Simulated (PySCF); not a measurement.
## Adding and removing an electron: MgTl

PBE0; basis Mg cc-pVDZ, Tl cc-pVDZ-PP with ECP60; scalar-relativistic core potentials; PySCF 2.14. Neutral (UKS): doublet (π ↑), Re = 3.032 Å, ωe = 143 cm⁻¹, De = 0.40 eV, HOMO -3.57 eV, LUMO -2.11 eV.

MgTl⁺ (UKS): singlet (closed shell), Re = 3.331 Å, ωe = 126 cm⁻¹. The energies at the minima are -372.46972 hartree for MgTl and -372.28307 for MgTl⁺.

Q: Work out the adiabatic ionisation energy, without and with harmonic zero-point energies (1 hartree = 27.2114 eV, 1 eV = 8065.5 cm⁻¹), and the change of the bond length.

A: At PBE0: 0.18665 hartree = 5.079 eV between the minima; the zero-point term (126.0 − 143.0)/2 cm⁻¹ = -0.001 eV makes it 5.078 eV. Re changes by +29.9 pm against the neutral. The electron leaves a π orbital, and the longer bond of the ion fits a bonding orbital, or a change in how ionic the bond is.

Closed-shell solutions of metal pairs were not tested for spin polarisation, which can lower them a little. Weak bonds: MgTl. Basis-set superposition, not corrected here, can be much of De in a small basis, most of all at correlated wavefunction levels. Spin–orbit coupling is left out, which matters for elements this heavy, above all for dissociation energies. States were picked by a PBE0 search and need not be the measured ground states.
